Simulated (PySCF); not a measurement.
Spinor energies of I³⁺ (iodine, charge +3)

Start: [Kr] 4d10 5s1 5p3; 5s1/2 filled at m_j = +1/2; 5p3/2 filled at m_j = -1/2, +1/2, +3/2. Calculated with PySCF 2.14 in x2c-TZVPall-2c: generalised Hartree-Fock with the X2C-1e Hamiltonian and a Gaussian nucleus; one run each with spin-orbit coupling (SO) switched off, then screened by Boettger's factors. This is a chosen level, not necessarily the ground level.

```
spinor shell  electrons  ε, spin-free (eV)  ε, screened SO (eV)  weight of nominal j (screened SO)  rms radius, screened SO (bohr)
       1s1/2          2           -33367.7             -33363.9                              1.000                          0.0311
       2s1/2          2            -5283.3              -5282.2                              1.000                           0.127
       2p1/2          2            -4738.4              -4946.1                              1.000                           0.109
       2p3/2          4            -4738.4              -4644.7                              1.000                           0.115
       3s1/2          2            -1135.5              -1135.2                              1.000                           0.334
       3p1/2          2            -954.75              -994.95                              1.000                           0.327
       3p3/2          4            -954.75              -936.44                              1.000                           0.338
       3d3/2          4            -684.47              -691.49                              1.000                           0.311
       3d5/2          6            -684.47              -679.43                              1.000                           0.314
       4s1/2          2            -243.93              -243.81                              1.000                           0.787
       4p1/2          2            -184.82              -192.74                              0.998                           0.825
       4p3/2          4            -184.82              -181.13                              0.999                           0.853
       4d3/2          4            -95.541              -96.686                              0.952                           0.983
       4d5/2          6            -95.541              -94.648                              0.968                           0.987
       5s1/2          1            -57.459              -57.375                              1.000                            1.96
       5p3/2          3            -41.518              -41.550                              0.605                            2.22
```

| quantity | spin-free | screened SO |
| --- | --- | --- |
| E (hartree) | -7109.31055 | -7111.44831 |
| M_J | 2 | 2 |
| ⟨J²⟩ | 6.003 | 6.003 |
| ⟨L²⟩ | 0.000 | 0.064 |
| ⟨S²⟩ | 6.003 | 5.940 |

Each row is a mean over spinors that exchange with the open shell spreads, by up to 1.524 eV (4s1/2).

Rows whose weight is well below 1 are mixtures of j = l ± 1/2: exchange outweighs spin-orbit coupling there, and the label is only the starting occupation.

Breit and QED terms are absent; they matter most for the inner s and p1/2 levels.

Densities and radii are taken from the X2C orbitals without a picture-change correction, which distorts them close to the nucleus.

Without spin-orbit coupling the j labels of p, d and f shells carry no meaning; the spin-free column gives the mean over the occupied spinors of each nl shell.
